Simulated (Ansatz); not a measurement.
**Energy profile**

The step: ZnHOF ([OH][Zn][F]) + H₂ → ZnH₂O ([OH][ZnH]) + HF; bonds formed: Zn1–H5, F2–H4; bonds broken: Zn1–F2, H4–H5 (atoms numbered as in the saddle structure below).

Zn1  (0.050, 0.121, 0.165)
F2  (-0.249, -0.815, -1.567)
O3  (-0.284, 0.114, 1.910)
H4  (0.444, 0.220, -1.575)
H5  (0.869, 0.980, -1.132)
H6  (-0.829, -0.620, 2.200)
(Å)

Electronic energies by CCSD(T) at an estimated basis limit (MP2 extrapolated from triple and quadruple zeta, plus CCSD(T) − MP2 in triple zeta), on PBE0-D4/def2-TZVP structures; ZnH$_{3}$OF, singlet; no counterpoise correction. Program: Ansatz 0.2.0. Basis: def2-TZVPP and def2-QZVPP. Cores are frozen in the correlated methods. The 3s and 3p shells of Cu and Zn are frozen; filled d shells are correlated. Extrapolation: Hartree–Fock as exp(−7.88 √X), correlation as X^−2.97.

Q: Give the profile in kcal/mol, counted from the separated reactants. (Judge from chemistry; the value comes from the calculation.)

A: By the calculation:
```tsv
point	kcal/mol
separated: ZnHOF (linked as [OH][Zn][F]; Zn1, F2, O3, H6; singlet) + H$_{2}$ (H4, H5; singlet)	0.00
start structure	-2.00
saddle	23.55
end structure	6.92
separated: ZnH$_{2}$O (linked as [OH][ZnH]; Zn1, O3, H5, H6; singlet) + HF (F2, H4; singlet)	9.94
```

T1 diagnostic: at most 0.018.

For scale, one of the runs: CCSD(T)/def2-TZVPP, 168 basis functions (an equivalent command: `ansatz run in.yaml --threads 4`). The run took 29 s on 4 CPU threads (shared host), with 1.4 GiB of host memory at its peak.
